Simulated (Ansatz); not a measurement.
Input file for Ansatz (an electronic-structure program): R-PBE/def2-TZVPP on ClH2NPb (SMILES [NH2][Pb][Cl]), a point of a torsion scan. Elements past Kr take the def2 small-core potentials; no spin–orbit coupling.

Ansatz 0.2 input:
```yaml
crystal:
  periodic: [false, false, false]
  atoms:
    - {symbol: N, position_ang: [-0.85472094, 0.00609051, 0.15907787]}
    - {symbol: Pb, position_ang: [0.81432385, -1.25517134, -0.32594173]}
    - {symbol: Cl, position_ang: [2.50845855, -0.18742461, 1.16640680]}
    - {symbol: H, position_ang: [-0.98502154, 0.99979090, 0.07875288]}
    - {symbol: H, position_ang: [-1.76551675, -0.39176876, -0.02962378]}
basis:
  gaussian:
    orbitals: def2-TZVPP
hamiltonian:
  xc: {name: PBE}
scf: {lower_state_search: off}
```

The log:

```
WARN ansatz: RAYON_NUM_THREADS=1 ignored (pool sized by the plan → 1); use --threads N
Functional definition: PBE
these checks for a lower state are left out or cut short: stability, starts, cluster_reference, orbital_swaps, neighbouring_geometries, increment
integrals: 0.06 GiB planned
949 factors; their error is unknown
mean field: 0.45 GiB planned
mean field evaluation 1: about -19276.9288 eV, gradient 8.1e1 eV
mean field evaluation 2: about -19180.6270 eV, gradient 1.7e2 eV
mean field evaluation 4: about -19289.4436 eV, gradient 2.3e1 eV
mean field evaluation 8: about -19290.4871 eV, gradient 2.1e-1 eV
mean field evaluation 16: about -19290.4738 eV, gradient 3.4e-4 eV
mean field -19290.47376519 eV, -708.9118353179 hartree, gradient 2.2e-6 eV, S^2 0.000000; 0 other end points of the search recorded, 0 dependent functions left out
reference -19290.47380528 eV, -708.9118367912 hartree; 24, 24 occupied and 127, 127 virtual orbitals, 949 factors
Total energy: -19290.47380528 eV, -708.9118367912 hartree
Checks for a lower state left out: stability, starts, cluster_reference, orbital_swaps, neighbouring_geometries, increment
```

The calculation finished and met its thresholds.

Cost: around 2.5 core-seconds (rough).
